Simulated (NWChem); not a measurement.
System: C2H7FSi; SMILES C[SiH](C)F

Parts of the log:

```
             Northwest Computational Chemistry Package (NWChem) 7.3.0
             --------------------------------------------------------

                             Geometry "geometry" -> ""
                             -------------------------

 Output coordinates in angstroms (scale by  1.889725989 to convert to a.u.)

  No.       Tag          Charge          X              Y              Z
 ---- ---------------- ---------- -------------- -------------- --------------
    1 Si                  14.0000    -0.07997500    -0.34291200     0.00000000
    2 C                    6.0000     0.78237300     0.23006700    -1.55080800
    3 C                    6.0000     0.78237300     0.23006700     1.55080800
    4 F                    9.0000    -1.58915600     0.28745700     0.00000000
    5 H                    1.0000    -0.24057800    -1.82769100     0.00000000
    6 H                    1.0000     1.79824400    -0.19230000    -1.61032800
    7 H                    1.0000     0.23119100    -0.08586800    -2.44973600
    8 H                    1.0000     0.86801000     1.32782000    -1.57071900
    9 H                    1.0000     0.23119100    -0.08586800     2.44973600
   10 H                    1.0000     1.79824400    -0.19230000     1.61032800
   11 H                    1.0000     0.86801000     1.32782000     1.57071900

 Effective nuclear repulsion energy (a.u.)     177.1741348529

                              NWChem Property Module
                              ----------------------

  itol2e modified to match energy
  convergence criterion.

                                 NWChem DFT Module
                                 -----------------

 Summary of "ao basis" -> "ao basis" (spherical)
 ------------------------------------------------------------------------------
       Tag                 Description            Shells   Functions and Types
 ---------------- ------------------------------  ------  ---------------------
 Si                          6-31g*                  8       18   4s3p1d
 C                           6-31g*                  6       14   3s2p1d
 F                           6-31g*                  6       14   3s2p1d
 H                           6-31g*                  2        2   2s

  itol2e modified to match energy
  convergence criterion.

            General Information
            -------------------
          SCF calculation type: DFT
          Wavefunction type:  closed shell.
          No. of atoms     :    11
          No. of electrons :    42
           Alpha electrons :    21
            Beta electrons :    21
          Charge           :     0
          Spin multiplicity:     1
          Use of symmetry is: off; symmetry adaption is: off
          Maximum number of iterations: 150
          AO basis - number of functions:    74
                     number of shells:    40
          Convergence on energy requested:  1.00D-07
          Convergence on density requested:  1.00D-05
          Convergence on gradient requested:  5.00D-04

              XC Information
              --------------
                         B3LYP Method XC Potential
                     Hartree-Fock (Exact) Exchange  0.200
                        Slater Exchange Functional  0.800 local
                    Becke 1988 Exchange Functional  0.720 non-local
              Lee-Yang-Parr Correlation Functional  0.810
                  VWN I RPA Correlation Functional  0.190 local

             Grid Information
             ----------------
          Grid used for XC integration:  fine
          Radial quadrature: Mura-Knowles
          Angular quadrature: Lebedev.
          Tag              B.-S. Rad. Rad. Pts. Rad. Cut. Ang. Pts.
          ---              ---------- --------- --------- ---------
          Si                  1.10      123           8.0       770
          C                   0.70       70          11.0       590
          F                   0.50       70          10.0       590
          H                   0.35       60          12.0       590
          Grid pruning is: on
          Number of quadrature shells:   753
          Spatial weights used:  Erf1

      Superposition of Atomic Density Guess
      -------------------------------------

 Sum of atomic energies:        -466.99777561

      Non-variational initial energy
      ------------------------------

 Total energy =    -468.766642
 1-e energy   =    -996.061274
 2-e energy   =     350.120498
 HOMO         =      -0.368827
 LUMO         =       0.085332

   convergence    iter        energy       DeltaE   RMS-Dens  Diis-err
 ---------------- ----- ----------------- --------- --------- ---------
 d= 0,ls=0.0,diis     1   -469.7828802516 -6.47D+02  1.45D-02  5.10D-01
 d= 0,ls=0.0,diis     2   -469.7735347155  9.35D-03  7.55D-03  8.09D-01
 d= 0,ls=0.0,diis     3   -469.8388094597 -6.53D-02  1.14D-03  2.61D-02
 d= 0,ls=0.0,diis     4   -469.8406634116 -1.85D-03  3.80D-04  1.45D-03
 d= 0,ls=0.0,diis     5   -469.8408396612 -1.76D-04  9.17D-05  9.99D-05
  Resetting Diis
 d= 0,ls=0.0,diis     6   -469.8408526517 -1.30D-05  1.76D-05  1.30D-06
 d= 0,ls=0.0,diis     7   -469.8408528282 -1.76D-07  6.56D-06  8.68D-08
 d= 0,ls=0.0,diis     8   -469.8408528339 -5.68D-09  2.86D-06  5.18D-08

         Total DFT energy =     -469.840852833856
      One electron energy =    -1000.163605930357
           Coulomb energy =      398.120663239023
    Exchange-Corr. energy =      -44.972044995401
 Nuclear repulsion energy =      177.174134852878

 Numeric. integr. density =       42.000001876529

                       DFT Final Molecular Orbital Analysis
                       ------------------------------------

 Vector   19  Occ=2.000000D+00  E=-3.863685D-01
              MO Center= -1.2D-02,  1.3D-01, -3.3D-08, r^2= 4.5D+00
   Bfn.  Coefficient  Atom+Function         Bfn.  Coefficient  Atom+Function
  ----- ------------  ---------------      ----- ------------  ---------------
    51      0.390895   4 F  pz               55      0.276966   4 F  pz
    21     -0.204375   2 C  px               35      0.204375   3 C  px
    23     -0.156404   2 C  pz               37     -0.156404   3 C  pz
    65      0.153697   7 H  s                69     -0.153697   9 H  s
    66      0.141019   7 H  s                70     -0.141019   9 H  s

 Vector   20  Occ=2.000000D+00  E=-3.144374D-01
              MO Center= -2.1D-02, -6.1D-01,  3.7D-08, r^2= 3.1D+00
   Bfn.  Coefficient  Atom+Function         Bfn.  Coefficient  Atom+Function
  ----- ------------  ---------------      ----- ------------  ---------------
    62      0.355614   5 H  s                 8     -0.288258   1 Si py
    61      0.255385   5 H  s                50      0.222536   4 F  py
    54      0.169800   4 F  py                7     -0.142401   1 Si px
    23     -0.135449   2 C  pz               37      0.135449   3 C  pz
    22      0.121486   2 C  py               36      0.121486   3 C  py

 Vector   21  Occ=2.000000D+00  E=-3.083543D-01
              MO Center=  3.6D-01,  9.3D-02, -4.4D-08, r^2= 3.2D+00
   Bfn.  Coefficient  Atom+Function         Bfn.  Coefficient  Atom+Function
  ----- ------------  ---------------      ----- ------------  ---------------
     9      0.334592   1 Si pz               23     -0.295453   2 C  pz
    37     -0.295453   3 C  pz               51     -0.231992   4 F  pz
    27     -0.184422   2 C  pz               41     -0.184422   3 C  pz
    55     -0.178494   4 F  pz                5     -0.140629   1 Si pz
    21      0.135854   2 C  px               35     -0.135854   3 C  px

 Vector   22  Occ=0.000000D+00  E= 4.929819D-02
              MO Center= -2.4D-02, -4.5D-01,  6.4D-10, r^2= 4.0D+00
   Bfn.  Coefficient  Atom+Function         Bfn.  Coefficient  Atom+Function
  ----- ------------  ---------------      ----- ------------  ---------------
    11      1.053297   1 Si px               52      0.475382   4 F  s
     7      0.359808   1 Si px               24     -0.325390   2 C  s
    38     -0.325390   3 C  s                10      0.287067   1 Si s
    64     -0.280388   6 H  s                72     -0.280388  10 H  s
    12     -0.244095   1 Si py               62     -0.170403   5 H  s

 Vector   23  Occ=0.000000D+00  E= 7.769045D-02
              MO Center=  7.7D-01,  3.5D-01,  8.8D-08, r^2= 6.0D+00
   Bfn.  Coefficient  Atom+Function         Bfn.  Coefficient  Atom+Function
  ----- ------------  ---------------      ----- ------------  ---------------
    24      1.522090   2 C  s                38      1.522090   3 C  s
    10     -1.164491   1 Si s                64     -0.613528   6 H  s
    72     -0.613528  10 H  s                66     -0.560315   7 H  s
    70     -0.560315   9 H  s                68     -0.389391   8 H  s
    74     -0.389391  11 H  s                12     -0.341127   1 Si py

 Vector   24  Occ=0.000000D+00  E= 8.067549D-02
              MO Center= -7.9D-02, -3.4D-01, -8.1D-08, r^2= 5.8D+00
   Bfn.  Coefficient  Atom+Function         Bfn.  Coefficient  Atom+Function
  ----- ------------  ---------------      ----- ------------  ---------------
    13      1.284455   1 Si pz               24      1.190334   2 C  s
    38     -1.190334   3 C  s                68     -0.438847   8 H  s
    74      0.438847  11 H  s                 9      0.216549   1 Si pz
    55     -0.183944   4 F  pz               25     -0.177470   2 C  px
    39      0.177470   3 C  px               64     -0.152240   6 H  s

     Multipole analysis of the density
     ---------------------------------

[...]

          -----------------------------------------
          Chemical Shielding Tensors (GIAO, in ppm)
          -----------------------------------------

                                NWChem CPHF Module
                                ------------------

  scftype          =     RHF
  nclosed          =       21
  nopen            =        0
  variables        =     1113
  # of vectors     =        3
  tolerance        = 0.10D-03
  level shift      = 0.00D+00
  max iterations   =       50
  max subspace     =       30

 SCF residual:    3.5706079736137174E-005

Iterative solution of linear equations
  No. of variables     1113
  No. of equations        3
  Maximum subspace       30
        Iterations       50
       Convergence  1.0D-04

   iter   nsub   residual    time
   ----  ------  --------  ---------
     1      3    3.29D-01      19.2
     2      6    1.03D-02      21.3
     3      9    4.50D-04      23.4
     4     12    1.47D-05      25.5

      Atom:    1  Si
        Diamagnetic
    884.3501     -1.7665     -0.0000
     -1.7665    877.6236      0.0000
     -0.0000      0.0000    881.2702

        Paramagnetic
   -463.1976    -24.8510      0.0000
    -24.8510   -530.8959      0.0000
      0.0000      0.0000   -491.9637

        Total Shielding Tensor
    421.1524    -26.6175      0.0000
    -26.6175    346.7278      0.0000
      0.0000      0.0000    389.3065

           isotropic =     385.7289
          anisotropy =      65.9449

          Principal Components and Axis System
                 1           2           3
              429.6921    389.3065    338.1881

      1         0.9522     -0.0000      0.3055
      2        -0.3055      0.0000      0.9522
      3         0.0000      1.0000     -0.0000

      Atom:    2  C
        Diamagnetic
    250.6986      1.3066     -4.3858
      1.3066    248.6135     -2.9210
     -4.3858     -2.9210    256.6987

        Paramagnetic
    -60.0574     -5.1313      1.5219
     -5.1313    -64.5337     -2.7764
      1.5219     -2.7764    -64.6411

        Total Shielding Tensor
    190.6412     -3.8248     -2.8639
     -3.8248    184.0798     -5.6974
     -2.8639     -5.6974    192.0576

           isotropic =     188.9262
          anisotropy =       9.4452

          Principal Components and Axis System
                 1           2           3
              195.2230    192.3862    179.1694

      1        -0.2485      0.8905      0.3812
      2        -0.3720     -0.4511      0.8113
      3         0.8944      0.0598      0.4433

      Atom:    3  F
        Diamagnetic
    487.9302     -9.7067     -0.0000
     -9.7067    465.8103      0.0000
     -0.0000      0.0000    463.7318

        Paramagnetic
   -105.1401     10.6435      0.0000
     10.6435   -106.5129     -0.0000
      0.0000     -0.0000    -92.3997

        Total Shielding Tensor
    382.7901      0.9369      0.0000
      0.9369    359.2974      0.0000
      0.0000      0.0000    371.3320

           isotropic =     371.1398
          anisotropy =      17.5313

          Principal Components and Axis System
                 1           2           3
              382.8274    371.3320    359.2601

      1         0.9992     -0.0000     -0.0398
      2         0.0398     -0.0000      0.9992
      3         0.0000      1.0000     -0.0000

      Atom:    4  H
        Diamagnetic
     24.5621      1.6515      0.0000
      1.6515     39.1454      0.0000
      0.0000      0.0000     24.6161

        Paramagnetic
     -0.1284     -0.9876     -0.0000
     -0.9876     -7.6296     -0.0000
     -0.0000     -0.0000     -0.6081

        Total Shielding Tensor
     24.4337      0.6639     -0.0000
      0.6639     31.5157     -0.0000
     -0.0000     -0.0000     24.0080

           isotropic =      26.6525
          anisotropy =       7.3874

          Principal Components and Axis System
                 1           2           3
               31.5774     24.3720     24.0080

      1         0.0925      0.9957      0.0000
      2         0.9957     -0.0925      0.0000
      3        -0.0000     -0.0000      1.0000

      Atom:    5  H
        Diamagnetic
     37.8532     -4.5891     -3.7922
     -4.5891     25.0779      0.1949
     -3.7922      0.1949     26.9307

        Paramagnetic
     -1.0022      1.5285      2.0564
      1.5285      4.3646      0.3775
      2.0564      0.3775      3.4397

        Total Shielding Tensor
     36.8510     -3.0606     -1.7358
     -3.0606     29.4425      0.5724
     -1.7358      0.5724     30.3704

           isotropic =      32.2213
          anisotropy =       9.2218

          Principal Components and Axis System
                 1           2           3
               38.3692     29.9545     28.3403

      1         0.9177      0.1995      0.3435
      2        -0.3289     -0.1031      0.9387
      3        -0.2227      0.9745      0.0290

      Atom:    6  H
        Diamagnetic
     26.8839      1.9529      4.3463
      1.9529     24.0187      2.6993
      4.3463      2.6993     38.4982

        Paramagnetic
      3.1814     -0.7174     -1.2942
     -0.7174      4.3616     -0.7439
     -1.2942     -0.7439     -1.9874

        Total Shielding Tensor
     30.0653      1.2355      3.0520
      1.2355     28.3803      1.9554
      3.0520      1.9554     36.5108

           isotropic =      31.6521
          anisotropy =       9.8989

          Principal Components and Axis System
                 1           2           3
               38.2514     28.9981     27.7069

      1         0.3700      0.8417     -0.3932
      2         0.2249      0.3295      0.9170
      3         0.9014     -0.4277     -0.0674

      Atom:    7  H
        Diamagnetic
     24.3851      2.5725     -1.7997
      2.5725     38.5953     -3.0639
     -1.7997     -3.0639     26.7499

        Paramagnetic
      4.0488     -1.3370      1.0814
     -1.3370     -1.7309      1.5985
      1.0814      1.5985      3.3099

        Total Shielding Tensor
     28.4339      1.2354     -0.7184
      1.2354     36.8644     -1.4654
     -0.7184     -1.4654     30.0598

           isotropic =      31.7860
          anisotropy =       8.3798

          Principal Components and Axis System
                 1           2           3
               37.3726     29.8791     28.1064

      1         0.1503     -0.2581      0.9543
      2         0.9664      0.2419     -0.0868
      3        -0.2084      0.9353      0.2858
```

Level: B3LYP/6-31G* (spherical d), GIAO. Structure relaxed at the PBE0/def2-SVP level. NWChem prints the field gradient with the sign opposite to the second derivative of the potential. The output numbers the shielded atoms by their place in the input's list. The printed shielding anisotropy is the first printed principal value minus the mean of the other two.

### Question
Write an input that gives this output.

### Answer
Several could match; the one computed here: the input that was run:
```
start job
memory heap 200 mb stack 900 mb global 1100 mb
geometry units angstroms noautosym nocenter noautoz
  Si    -0.079975    -0.342912     0.000000
  C      0.782373     0.230067    -1.550808
  C      0.782373     0.230067     1.550808
  F     -1.589156     0.287457     0.000000
  H     -0.240578    -1.827691     0.000000
  H      1.798244    -0.192300    -1.610328
  H      0.231191    -0.085868    -2.449736
  H      0.868010     1.327820    -1.570719
  H      0.231191    -0.085868     2.449736
  H      1.798244    -0.192300     1.610328
  H      0.868010     1.327820     1.570719
end
basis spherical
  * library 6-31g*
end
dft
  xc b3lyp
  iterations 150
end
property
  shielding 7 1 2 4 5 6 7 8
  efieldgrad
end
task dft property
```
